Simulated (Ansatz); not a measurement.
One elementary step

Start structure (GePH$_{6}$, doublet), relaxed at PBE0-D4/def2-TZVP:

| atom | x (Å) | y (Å) | z (Å) |
| --- | --- | --- | --- |
| H1 | -1.2310 | 1.2793 | 0.7326 |
| P2 | -0.8577 | 2.2711 | -0.2136 |
| Ge3 | 0.3554 | -1.6056 | 0.3685 |
| H4 | -1.0678 | 1.4042 | -1.3182 |
| H5 | 0.5218 | 1.9472 | -0.1229 |
| H6 | 0.4921 | -3.0928 | 0.7460 |
| H7 | 1.5062 | -0.7762 | 0.9659 |
| H8 | 0.2808 | -1.4271 | -1.1582 |

The step: GeH₃ + PH₃ → GeH₄ + PH₂; bonds formed: H1–Ge3; bonds broken: H1–P2. Ansatz 0.2.0; basis: def2-TZVPP and def2-QZVPP; cores frozen in the correlated methods; orbitals are unrestricted. Filled d shells of the heavier atoms are correlated. The def2 sets are not built for correlating such inner shells, so the correlated values are less sure here. Extrapolation: Hartree–Fock as exp(−7.88 √X), correlation as X^−2.97. Energies below are by CCSD(T) at an estimated basis limit (MP2 extrapolated from triple and quadruple zeta, plus CCSD(T) − MP2 in triple zeta).

Question: What are the electronic barrier and the energy of the step, from the start structure to the end structure? (Judge from chemistry; the value comes from the calculation.)

Answer: The calculation gives: Barrier 26.7 kJ/mol; step energy -14.2 kJ/mol (downhill); reverse barrier, their difference, 40.9 kJ/mol. Barrier and step energy count from the start structure, the reverse barrier from the end structure.

The saddle point: One imaginary mode of 751i cm⁻¹.
```tsv
pair	start (Å)	saddle (Å)	end (Å)
H1–Ge3	3.31	1.87	1.53
H1–P2	1.42	1.62	3.40
```

Zero-point energy (harmonic, PBE0-D4): ZPE is 117.9 kJ/mol at the start and 109.6 kJ/mol at the saddle, so the barrier goes from 26.7 to 18.4 kJ/mol.

T1 diagnostic: at most 0.016. ⟨S²⟩ of the unrestricted Hartree–Fock references: 0.75 to 0.80 (a pure state has 0.75).

Radical steps of this kind take place in plasma deposition and etching.

For scale, one of the runs: CCSD(T)/def2-TZVPP, 174 basis functions, launched by `ansatz run in.yaml --threads 4 --pin off --events-out ev --progress --plain --max-ram 9574MiB`. The run took 110 s on 4 CPU threads of an Intel Xeon (shared host), with 3.7 GiB of host memory at its peak.
